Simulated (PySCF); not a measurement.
The multiplicity is imposed and other spin states were not computed.

[Zn(CH3)(Cl)] (charge 0, multiplicity 1)

Method: TPSSh-D3(BJ)/def2-TZVP // PBE-D3(BJ)/def2-SVP (PySCF).

The HOMO is -7.89 eV, the dipole moment comes out as 0.526 e·Å and the LUMO is -0.87 eV. The HOMO–LUMO gap is 7.03 eV and the charge on the central atom (Mulliken) comes out as 0.45 e. The charge on the central atom (meta-Löwdin) comes out as 1.11 e. The total energy is -2279.6093 Ha and the cost is roughly 80 core-seconds.

```xyz
6

Zn     0.0099    -0.0048    -0.0020
C     -1.6989     0.8198     0.3476
H     -1.9954     1.4761    -0.4951
H     -1.6543     1.4349     1.2688
H     -2.4842     0.0490     0.4815
Cl     1.8917    -0.9129    -0.3871
```
Charge 0, spin multiplicity 1.
